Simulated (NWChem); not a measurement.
System: C₄H₂FI; SMILES C#C/C=C(\F)I

The following NWChem deck was run.

```
start job
memory heap 200 mb stack 900 mb global 1100 mb
geometry units angstroms noautoz
  C      0.271671     4.199719     0.000000
  C      0.463860     3.001311     0.000000
  C      0.723722     1.607895     0.000000
  C     -0.251560     0.684932     0.000000
  F     -1.525514     1.004624     0.000000
  I      0.092080    -1.373348     0.000000
  H      0.095096     5.259671     0.000000
  H      1.760702     1.263167     0.000000
end
basis spherical
  C library 3-21g
  F library 3-21g
  I library 3-21g
  H library 3-21g
end
dft
  xc xtpss03 ctpss03
  iterations 150
  mulliken
end
task dft energy
```

NWChem printed, in part:

```
             Northwest Computational Chemistry Package (NWChem) 7.3.0
             --------------------------------------------------------

 CS  symmetry detected

                             Geometry "geometry" -> ""
                             -------------------------

 Output coordinates in angstroms (scale by  1.889725989 to convert to a.u.)

  No.       Tag          Charge          X              Y              Z
 ---- ---------------- ---------- -------------- -------------- --------------
    1 C                    6.0000     0.27090379     4.20253679     0.00000000
    2 C                    6.0000     0.46249311     3.00403277     0.00000000
    3 C                    6.0000     0.72165784     1.61048692     0.00000000
    4 C                    6.0000    -0.25408588     0.68801204     0.00000000
    5 F                    9.0000    -1.52787975     1.00834147     0.00000000
    6 I                   53.0000     0.08852415    -1.37043965     0.00000000
    7 H                    1.0000     0.09485920     5.26257701     0.00000000
    8 H                    1.0000     1.75846521     1.26524007     0.00000000

 Effective nuclear repulsion energy (a.u.)     436.4501504831

      Symmetry information
      --------------------

 Group name             Cs
 Group number              2
 Group order               2
 No. of unique centers     8

                                 NWChem DFT Module
                                 -----------------

 Summary of "ao basis" -> "ao basis" (spherical)
 ------------------------------------------------------------------------------
       Tag                 Description            Shells   Functions and Types
 ---------------- ------------------------------  ------  ---------------------
 C                           3-21g                   5        9   3s2p
 F                           3-21g                   5        9   3s2p
 I                           3-21g                  13       31   6s5p2d
 H                           3-21g                   2        2   2s

      Symmetry analysis of basis
      --------------------------

        a'         61
        a"         19

            General Information
            -------------------
          SCF calculation type: DFT
          Wavefunction type:  closed shell.
          No. of atoms     :     8
          No. of electrons :    88
           Alpha electrons :    44
            Beta electrons :    44
          Charge           :     0
          Spin multiplicity:     1
          Use of symmetry is: on ; symmetry adaption is: on
          Maximum number of iterations: 150
          AO basis - number of functions:    80
                     number of shells:    42
          Convergence on energy requested:  1.00D-06
          Convergence on density requested:  1.00D-05
          Convergence on gradient requested:  5.00D-04

              XC Information
              --------------
                  TPSS metaGGA Exchange Functional  1.000
             TPSS03 metaGGA Correlation Functional  1.000

             Grid Information
             ----------------
          Grid used for XC integration:  medium
          Radial quadrature: Mura-Knowles
          Angular quadrature: Lebedev.
          Tag              B.-S. Rad. Rad. Pts. Rad. Cut. Ang. Pts.
          ---              ---------- --------- --------- ---------
          C                   0.70       49          13.0       434
          F                   0.50       49          11.0       434
          I                   1.40      123          13.0       590
          H                   0.35       45          15.0       434
          Grid pruning is: on
          Number of quadrature shells:   458
          Spatial weights used:  Erf1

      Superposition of Atomic Density Guess
      -------------------------------------

 Sum of atomic energies:       -7137.01652703

      Non-variational initial energy
      ------------------------------

 Total energy =   -7139.602595
 1-e energy   =  -10687.371711
 2-e energy   =    3111.318965
 HOMO         =      -0.224178
 LUMO         =       0.029529

      Symmetry analysis of molecular orbitals - initial
      -------------------------------------------------

  Numbering of irreducible representations:

     1 a'          2 a"

  Orbital symmetries:

     1 a'          2 a'          3 a'          4 a'          5 a"
     6 a'          7 a'          8 a'          9 a"         10 a'
    11 a'         12 a'         13 a"         14 a'         15 a"
    16 a'         17 a'         18 a'         19 a'         20 a'
    21 a'         22 a'         23 a"         24 a'         25 a'
    26 a"         27 a'         28 a"         29 a'         30 a'
    31 a'         32 a'         33 a'         34 a'         35 a'
    36 a"         37 a'         38 a'         39 a'         40 a"
    41 a"         42 a'         43 a'         44 a"         45 a'
    46 a"         47 a'         48 a'         49 a"         50 a'
    51 a'         52 a'         53 a'         54 a'

     ---------------------------------------------
      Total Density - Mulliken Population Analysis
     ---------------------------------------------

    Atom       Charge   Shell Charges
 -----------   ------   -------------------------------------------------------
    1 C    6     6.48   1.99  0.46  1.57  0.91  1.55
    2 C    6     6.01   1.99  0.47  1.51  0.72  1.32
    3 C    6     6.52   1.99  0.43  1.60  0.94  1.56
    4 C    6     5.23   1.99  0.39  1.07  0.80  0.98
    5 F    9     9.41   1.99  0.45  2.52  1.52  2.94
    6 I   53    52.97   2.00  2.00  6.00  2.00  6.00  2.00  5.96  0.96  2.63  0.94  2.49 10.00 10.00
    7 H    1     0.67   0.38  0.29
    8 H    1     0.71   0.40  0.31

   convergence    iter        energy       DeltaE   RMS-Dens  Diis-err
 ---------------- ----- ----------------- --------- --------- ---------
 d= 0,ls=0.0,diis     1  -7141.4741696992 -7.58D+03  3.44D-02  1.15D+00
 d= 0,ls=0.0,diis     2  -7140.9904050596  4.84D-01  2.60D-02  4.69D+00
 d= 0,ls=0.0,diis     3  -7141.5893333650 -5.99D-01  8.88D-03  2.31D-01
 d= 0,ls=0.0,diis     4  -7141.5893029043  3.05D-05  4.29D-03  2.76D-01
 d= 0,ls=0.0,diis     5  -7141.6227655247 -3.35D-02  1.69D-03  1.04D-02
  Resetting Diis
 d= 0,ls=0.0,diis     6  -7141.6237799902 -1.01D-03  6.66D-04  4.42D-03
 d= 0,ls=0.0,diis     7  -7141.6242728035 -4.93D-04  2.10D-04  4.04D-05
 d= 0,ls=0.0,diis     8  -7141.6242657901  7.01D-06  1.41D-04  9.31D-05
 d= 0,ls=0.0,diis     9  -7141.6242774496 -1.17D-05  3.90D-05  9.87D-06
 d= 0,ls=0.0,diis    10  -7141.6242788622 -1.41D-06  7.59D-06  1.75D-07
 d= 0,ls=0.0,diis    11  -7141.6242788880 -2.58D-08  2.40D-06  7.14D-08

         Total DFT energy =    -7141.624278888043
      One electron energy =   -10689.719623791781
           Coulomb energy =     3320.495725738597
    Exchange-Corr. energy =     -208.850531317984
 Nuclear repulsion energy =      436.450150483125

 Numeric. integr. density =       87.999997229290

                  Occupations of the irreducible representations
                  ----------------------------------------------

                     irrep           alpha         beta
                     --------     --------     --------
                     a'               33.0         33.0
                     a"               11.0         11.0

                       DFT Final Molecular Orbital Analysis
                       ------------------------------------

 Vector   42  Occ=2.000000D+00  E=-2.570698D-01  Symmetry=a'
              MO Center=  4.0D-01,  3.4D+00, -3.4D-15, r^2= 1.9D+00
   Bfn.  Coefficient  Atom+Function         Bfn.  Coefficient  Atom+Function
  ----- ------------  ---------------      ----- ------------  ---------------
     3      0.354764  1 C  px                12      0.350016  2 C  px
     7      0.318558  1 C  px                16      0.303601  2 C  px
    33      0.137414  4 C  s                 17      0.110296  2 C  py
    80     -0.108266  8 H  s                 79     -0.089262  8 H  s
     8      0.080145  1 C  py                34      0.073387  4 C  px

 Vector   43  Occ=2.000000D+00  E=-2.538885D-01  Symmetry=a'
              MO Center=  5.5D-02, -1.3D+00, -2.0D-15, r^2= 2.3D+00
   Bfn.  Coefficient  Atom+Function         Bfn.  Coefficient  Atom+Function
  ----- ------------  ---------------      ----- ------------  ---------------
    60      0.608474  6 I  px                64      0.518397  6 I  px
    56     -0.487613  6 I  px                52      0.219189  6 I  px
    24     -0.153498  3 C  s                 17     -0.115754  2 C  py
    44     -0.106333  5 F  py                40     -0.095857  5 F  py
    65      0.082871  6 I  py                61      0.080064  6 I  py

 Vector   44  Occ=2.000000D+00  E=-2.093880D-01  Symmetry=a"
              MO Center=  1.5D-01,  1.6D+00,  3.3D-14, r^2= 5.6D+00
   Bfn.  Coefficient  Atom+Function         Bfn.  Coefficient  Atom+Function
  ----- ------------  ---------------      ----- ------------  ---------------
    62      0.304529  6 I  pz                27     -0.284564  3 C  pz
    66      0.283247  6 I  pz                 9      0.273845  1 C  pz
     5      0.270058  1 C  pz                23     -0.245089  3 C  pz
    58     -0.242389  6 I  pz                32     -0.240116  4 C  pz
    36     -0.208286  4 C  pz                45      0.184704  5 F  pz

[...]
```

Level: TPSS/3-21G, non-relativistic. All runs use the structure optimised with PBE0/def2-SVP (def2 core potentials past Kr). Not confirmed as a minimum by frequencies.
